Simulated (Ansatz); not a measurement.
Consider the hydrogenolysis of a C–Si bond: `CB(S)C[SiH3]` + H₂ → `CB(C)S` + SiH₄.

Gas-phase electronic energies from Ansatz, PBE0-D4/def2-TZVP geometries. CBS: MP2 limit from def2 TZ/QZ plus the TZ coupled-cluster correction, frozen cores. This one scheme is used for every species. DFT in def2-TZVPP. One conformer a species, not always the lowest.

`CB(S)C[SiH3]`:

Z-matrix (Å, degrees):
```
C
B 1 1.567
H 1 1.098 2 107.9
H 1 1.091 2 114.9 3 -119.5
H 1 1.094 2 111.7 3 116.1
S 2 1.801 1 122.1 3 100.6
C 2 1.559 1 121.5 3 -79.9
H 6 1.343 2 98.6 1 2.7
Si 7 1.883 2 110.3 1 -87.5
H 7 1.095 2 111.2 1 29.8
H 7 1.094 2 114.0 1 153.0
H 9 1.486 7 110.5 2 -66.3
H 9 1.488 7 110.5 2 53.8
H 9 1.488 7 110.2 2 173.4
```

H₂:

Z-matrix (Å, degrees):
```
H
H 1 0.746
```

`CB(C)S`:

Cartesian coordinates in Å:
```
C 1.273 -0.345 -0.217
B -0.113 0.242 0.219
C -1.452 -0.273 -0.414
S -0.261 1.517 1.475
H 1.314 -0.510 -1.298
H 1.381 -1.338 0.239
H 2.141 0.245 0.080
H -2.362 0.093 0.064
H -1.484 0.028 -1.468
H -1.479 -1.368 -0.419
H 1.043 1.708 1.738
```

SiH₄:

Cartesian coordinates in Å:
```
Si 0.000 0.000 0.000
H -0.246 0.415 -1.404
H -0.308 -1.445 0.150
H -0.870 0.788 0.909
H 1.424 0.241 0.345
```

```
             level  ΔE (kcal/mol)  difference from CCSD(T)/CBS
            PBE-D4           -2.2                          0.4
         r2SCAN-D4           -2.6                          0.0
           PBE0-D4           -2.8                         -0.2
           ωB97X-V           -3.8                         -1.2
           ωB97M-V           -3.0                         -0.4
            B2PLYP           -5.1                         -2.5
               PBE           -4.4                         -1.8
            r2SCAN           -3.2                         -0.6
     HF/def2-TZVPP          -10.0                         -7.4
    MP2/def2-TZVPP           -1.4                          1.2
SCS-MP2/def2-TZVPP           -3.4                         -0.8
     HF/def2-QZVPP          -10.0                         -7.4
    MP2/def2-QZVPP           -1.0                          1.6
SCS-MP2/def2-QZVPP           -3.0                         -0.4
      HF/CBS(def2)          -10.0                         -7.4
    CCSD/CBS(def2)           -3.9                         -1.3
       CCSD(T)/CBS           -2.6                            0
```

Largest T1 diagnostic among the species: 0.012.

In def2-TZVPP, CCSD(T) changes the Hartree–Fock value by +6.7 kcal/mol (the triples alone add +1.3 kcal/mol) and MP2 by +8.6 kcal/mol. The D4 term adds +3.4 kcal/mol with B3LYP and +1.9 kcal/mol with PBE0; it sums over pairs of atoms, weighted by their polarisabilities, and B3LYP, whose exchange is more repulsive, gets the larger term.

B3LYP here is the variant with VWN-RPA as its local correlation; programs differ in this.
